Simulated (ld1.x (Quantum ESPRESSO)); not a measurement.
## O: variants of one TM potential

Base potential:

O (Z = 8), norm-conserving Troullier–Martins (Kleinman–Bylander form), made with ld1.x (Quantum ESPRESSO) 7.5 (PBE, non-relativistic). Core [He], reference 2s2 2p3 (charge +1). Waves: 2p (bound): rc 1.00 bohr; 3d channel at 0.5 Ry: rc 1.00 bohr; 2s (bound): rc 0.60 bohr. Local part: the s channel. Core correction: Bessel-smoothed model core inside 0.40 bohr.

All-electron outer shells of the reference configuration (PBE, non-relativistic, ld1.x):

```csv
shell,level (eV),outermost node (bohr),outermost maximum (bohr)
2s,-39.61,0.28,0.86
2p,-24.46,–,0.79
```

Cutoffs, loose and tight: the cutoffs (Ry, on a coarse ladder) from which the occupation-weighted sum of valence levels, in a spherical-Bessel basis at the reference potential, stays within 10 and 1 mRy of its value at 400 Ry. They do not see the model core or the augmentation charge, which bear on the density cutoff. Test errors are all-electron minus pseudo excitation energies from the reference, over the configurations 2s2 2p4; 2s2 2p2; 2s2 2p1; 2s2 2p4.3; 2s2 2p3.5; 2s2 2p0; 2s1 2p5. A dash means not determined; rows that change the core or the reference have their own tests. The largest error is taken over the tests solved by every variant that gives reliable tests at all: 2s1 2p5; 2s2 2p0; 2s2 2p1; 2s2 2p2; 2s2 2p3.5; 2s2 2p4.3.

Cutoffs are not given where the Bessel-basis levels miss the radial ones by over 6 mRy, ghosts where they miss by over 20 mRy; a channel whose overlap is not positive is not tested.

| change | outcome | cutoff, loose | cutoff, tight | bound ghosts | largest test error (meV) |
| --- | --- | --- | --- | --- | --- |
| base | generated | 200 Ry | over 300 Ry | none | +441 |
| local potential all-electron potential smoothed inside 0.85 bohr (lloc = -2) | generated | 200 Ry | over 300 Ry | none | +443 |
| wave 2s (bound): rc 0.60 bohr becomes 2s (bound): rc 0.40 bohr | generated | – | – | not determined | +1141 |
| wave 3d channel at 0.5 Ry: rc 1.00 bohr becomes 3d channel at 0.5 Ry: rc 1.50 bohr | generated | 200 Ry | over 300 Ry | none | +441 |
| wave 3d channel at 0.5 Ry: rc 1.00 bohr becomes 3d channel at -0.13 Ry: rc 1.00 bohr | generated | 200 Ry | over 300 Ry | none | +441 |
| wave 2p (bound): rc 1.00 bohr becomes 2p (bound): rc 0.62 bohr | generated | 230 Ry | over 300 Ry | none | +95 |
| core correction Bessel-smoothed model core inside 0.38 bohr | generated | 200 Ry | over 300 Ry | none | +428 |
| reference 2s2 2p4 | generated | 200 Ry | over 300 Ry | none | +537 |
| wave 2s (bound): rc 0.60 bohr becomes 2s (bound): rc 0.86 bohr | generated | 120 Ry | 200 Ry | none | +429 |
| wave 3d channel at 0.5 Ry: rc 1.00 bohr becomes 3d channel at 0.65 Ry: rc 1.00 bohr | generated | 200 Ry | over 300 Ry | none | +441 |

Task: What comes out with this change to the base: all radii but the core radius scaled by about 1.14 (s 0.68, p 1.14, d 1.14 bohr)?

Result: outcome: generated; cutoff, loose: 140 Ry; cutoff, tight: 200 Ry; bound ghosts: none; largest test error (meV): +650.

Task: What comes out with this change to the base: type RRKJ; local potential the d channel; rho0 0.02?

Result: outcome: generated; cutoff, loose: over 300 Ry; cutoff, tight: over 300 Ry; bound ghosts: none; largest test error (meV): +525.
